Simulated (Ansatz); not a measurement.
`C[N](C)[Hf]([OH])([F])[CH2]C(C)(C)C` and `C[N](C)[Hf]([OH])([OH])[CH2]C(C)(C)C` differ in one atom or group.

Ansatz, PBE0-D4/def2-TZVP geometries, multiplicity 1. Each molecule was computed in one conformer, which needn't be the lowest.

Elements past krypton have def2 core potentials.

```csv
property,`C[N](C)[Hf]([OH])([F])[CH2]C(C)(C)C`
HOMO–LUMO gap (PBE/def2-TZVPP) / eV,4.53
HOMO–LUMO gap (ωB97M-V/def2-TZVPP) / eV,9.80
LUMO energy (ωB97M-V/def2-TZVPP) / eV,1.02
HOMO–LUMO gap (PBE0/def2-TZVPP) / eV,6.50
HOMO–LUMO gap (B3LYP/def2-TZVPP) / eV,6.01
size of the dipole moment (PBE/def2-TZVPP) / D,2.05
```

Q: Give the same properties after the change, and the shifts. (An estimate is asked.)

A: Computed: 
| property | `C[N](C)[Hf]([OH])([OH])[CH2]C(C)(C)C` | shift |
| --- | --- | --- |
| HOMO–LUMO gap (PBE/def2-TZVPP) / eV | 4.34 | -0.19 |
| HOMO–LUMO gap (ωB97M-V/def2-TZVPP) / eV | 9.56 | -0.24 |
| LUMO energy (ωB97M-V/def2-TZVPP) / eV | 1.07 | 0.05 |
| HOMO–LUMO gap (PBE0/def2-TZVPP) / eV | 6.27 | -0.23 |
| HOMO–LUMO gap (B3LYP/def2-TZVPP) / eV | 5.78 | -0.23 |
| size of the dipole moment (PBE/def2-TZVPP) / D | 2.27 | 0.22 |

With PBE0 the HOMO rises by 0.30 eV and the LUMO rises by 0.07 eV, so the gap narrows by about 0.23 eV. PBE moves the HOMO by 0.30 eV and ωB97M-V by 0.30 eV. Dipoles are sizes alone; their direction can turn.

B3LYP here is the variant with VWN-RPA as its local correlation; programs differ in this.
